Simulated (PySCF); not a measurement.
Species: [(OH)3Sn]2NH.
Bonds: Sn1–O2, Sn1–O3, Sn1–O4, Sn1–N5, N5–Sn6, Sn6–O7, Sn6–O8, Sn6–O9. Hydrogens: H10 on O2; H11 on O3; H12 on O4; H13 on N5; H14 on O7; H15 on O8; H16 on O9.

Computed by this run: PySCF 2.14.0, PBE0-D3(BJ)/def2-SVP geometry optimisation, gas phase, def2 core potentials past Kr; density fitting, grid level 1; the optimiser is geomeTRIC in internal coordinates, started from a GFN2-xTB structure with every atom displaced at random (about 0.03 Å).

Step 1: E = -25526.3164 eV
```
atom  x, y, z in Å  |  force x, y, z in eV/Å
Sn1     1.1574    1.1137    0.4062    0.580   0.458  -0.131
O2      1.7059    2.6595    1.5261   -0.119  -0.349  -0.183
O3     -0.2128    1.8497   -0.8281   -0.046  -0.023   0.053
O4      2.7546    0.4791   -0.5919   -0.371   0.063   0.328
N5      0.0546   -0.2795    1.3775   -0.030  -0.285  -0.219
Sn6    -1.0878   -1.2644    0.0050   -0.344  -0.049  -0.286
O7     -2.6660   -0.2821   -0.7012    0.003  -0.563   0.228
O8      0.3176   -1.5827   -1.3859   -0.240   0.093   0.412
O9     -1.7667   -3.0201    0.6381    0.307   0.360  -0.160
H10     2.6363    2.6424    1.7797    0.031  -0.082  -0.046
H11     0.0332    2.7296   -1.1349   -0.030   0.037  -0.125
H12     2.5260   -0.3298   -1.0770   -0.141   0.055   0.065
H13    -0.5150    0.1457    2.1111    0.034   0.063   0.032
H14    -2.4824    0.5896   -1.0724    0.445   0.051   0.095
H15     0.2254   -2.4527   -1.7943    0.016   0.047   0.007
H16    -2.7147   -3.0318    0.8086   -0.096   0.123  -0.070
```

Step 2: E = -25526.4102 eV
```
atom  x, y, z in Å  |  force x, y, z in eV/Å
Sn1     1.1470    1.1240    0.4020   -0.008   0.188  -0.005
O2      1.7060    2.6492    1.5149   -0.011  -0.089  -0.008
O3     -0.2368    1.8446   -0.8300   -0.062   0.048   0.022
O4      2.7125    0.4684   -0.5878   -0.037  -0.054   0.083
N5      0.0553   -0.2862    1.3797    0.125  -0.137  -0.327
Sn6    -1.0869   -1.2671    0.0078   -0.065   0.093   0.083
O7     -2.6456   -0.2863   -0.6916   -0.116  -0.181   0.020
O8      0.3302   -1.5594   -1.3486    0.044   0.138   0.161
O9     -1.7614   -3.0100    0.6154   -0.020  -0.004   0.002
H10     2.6407    2.6145    1.7489    0.049  -0.031  -0.009
H11    -0.0028    2.7173   -1.1707   -0.040  -0.074  -0.066
H12     2.4461   -0.3370   -1.0586   -0.075  -0.008   0.004
H13    -0.5033    0.1387    2.1176   -0.061   0.096   0.135
H14    -2.3770    0.5813   -1.0250    0.227   0.070   0.057
H15     0.2576   -2.4225   -1.7676    0.028  -0.093  -0.090
H16    -2.7161   -3.0034    0.7601    0.024   0.037  -0.063
```

Step 3: E = -25526.4637 eV
```
atom  x, y, z in Å  |  force x, y, z in eV/Å
Sn1     1.1183    1.1291    0.3988   -0.239   0.076  -0.053
O2      1.7068    2.6391    1.4996    0.081   0.077   0.079
O3     -0.3088    1.8081   -0.8216   -0.029   0.021   0.095
O4      2.6381    0.4209   -0.6000    0.184  -0.043  -0.079
N5      0.0602   -0.2921    1.3925    0.059   0.109   0.032
Sn6    -1.0760   -1.2597    0.0221    0.055  -0.129   0.199
O7     -2.5896   -0.2389   -0.6855   -0.075   0.091  -0.105
O8      0.3872   -1.5134   -1.2868    0.145  -0.005  -0.042
O9     -1.7690   -3.0026    0.5835   -0.137  -0.132   0.048
H10     2.6491    2.5854    1.7010    0.018   0.008   0.003
H11    -0.1038    2.6582   -1.2307   -0.015  -0.087  -0.039
H12     2.3127   -0.3798   -1.0428   -0.065  -0.060  -0.028
H13    -0.4858    0.1371    2.1427   -0.004  -0.033   0.012
H14    -2.1973    0.6127   -0.9422   -0.033   0.147  -0.024
H15     0.3543   -2.3628   -1.7400    0.010  -0.011  -0.054
H16    -2.7307   -2.9752    0.6758    0.046  -0.028  -0.043
```

Step 4: E = -25526.4841 eV
```
atom  x, y, z in Å  |  force x, y, z in eV/Å
Sn1     1.0987    1.1316    0.4004   -0.145  -0.017   0.027
O2      1.7145    2.6425    1.4845    0.079   0.086   0.053
O3     -0.3716    1.7660   -0.7950   -0.026   0.088   0.080
O4      2.5830    0.3851   -0.6219    0.186   0.037  -0.088
N5      0.0681   -0.2959    1.4169    0.058   0.148   0.092
Sn6    -1.0633   -1.2570    0.0379   -0.024  -0.104   0.157
O7     -2.5289   -0.1797   -0.6946    0.024   0.042  -0.083
O8      0.4416   -1.4905   -1.2336    0.109  -0.083  -0.090
O9     -1.7855   -3.0025    0.5566   -0.110  -0.086   0.026
H10     2.6625    2.5818    1.6578    0.001   0.016   0.003
H11    -0.1954    2.5894   -1.2658    0.013  -0.058  -0.044
H12     2.2077   -0.4112   -1.0366   -0.051  -0.080  -0.032
H13    -0.4714    0.1314    2.1731   -0.023  -0.057   0.003
H14    -2.0758    0.6623   -0.8941   -0.101   0.105  -0.036
H15     0.4317   -2.3242   -1.7164   -0.014   0.008  -0.040
H16    -2.7502   -2.9631    0.5971    0.023  -0.046  -0.029
```

Question: Estimate the geometry and energy of step 5. (The exact step hangs on the optimiser's Hessian estimate; all steps are aligned on step 4, rigid shifts and turns removed.)

Answer: E = -25526.4964 eV, largest force 0.119 eV/Å
```
atom  x, y, z in Å  |  force x, y, z in eV/Å
Sn1     1.0978    1.1390    0.4082   -0.073  -0.007   0.041
O2      1.7340    2.6539    1.4829    0.035   0.011   0.004
O3     -0.3905    1.7687   -0.7705   -0.005   0.072   0.095
O4      2.5712    0.3836   -0.6336    0.023   0.035  -0.044
N5      0.0715   -0.2909    1.4330    0.007   0.082  -0.015
Sn6    -1.0610   -1.2619    0.0488    0.040  -0.012   0.086
O7     -2.5094   -0.1703   -0.7088    0.065   0.007  -0.052
O8      0.4594   -1.5034   -1.2157    0.006  -0.075  -0.011
O9     -1.7989   -3.0113    0.5504   -0.016   0.019   0.006
H10     2.6848    2.5924    1.6411   -0.007   0.005  -0.006
H11    -0.2186    2.5720   -1.2748    0.045  -0.025  -0.050
H12     2.1743   -0.4111   -1.0367    0.002  -0.046  -0.014
H13    -0.4699    0.1312    2.1913   -0.016  -0.052  -0.024
H14    -2.0626    0.6803   -0.8965   -0.064  -0.025   0.019
H15     0.4475   -2.3300   -1.7120   -0.030   0.036  -0.008
H16    -2.7639   -2.9762    0.5596   -0.010  -0.024  -0.027
```

The energy changes by -0.0123 eV. The first-order estimate −F·Δx gives -0.0188 eV and the mean of the old and new forces, exact on a quadratic surface, -0.0128 eV. The step makes an angle of 69° with the force vector and moves no atom by more than 0.042 Å.

What follows is the cost of the whole optimisation. The run took 13 min wall on Arm Neoverse V1, one thread, shared host with 32 logical CPUs at a one-minute load of 20, and the process peaked at 0.86 GiB of memory.
